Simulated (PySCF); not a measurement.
SiH2ClBr, SMILES Cl[SiH2]Br. Geometry optimised at PBE-D3(BJ)/def2-TZVP.

Method: PBE-D3(BJ)/def2-TZVP in PySCF.

Harmonic wavenumbers (cm⁻¹): 147, 412, 545, 547, 670, 820, 911, 2197, 2215. Rotational constants (GHz): 12.37, 1.559, 1.408; symmetry number 1.

### Question
Work out the zero-point energy and the ideal-gas rigid-rotor harmonic-oscillator thermochemistry at 298.15 K and 1 atm.

### Answer
ZPE = ½ Σ hcν = ½ × 8465 cm⁻¹ = 12.10 kcal/mol. H − E(el) = 15.46 kcal/mol. Entropy in cal/(mol K): translation 40.83, rotation 26.87, vibration 5.41, total 73.12. G − E(el) = -6.34 kcal/mol. Cp = 15.60 cal/(mol K). Modes under 150 cm⁻¹ make the vibrational entropy uncertain.
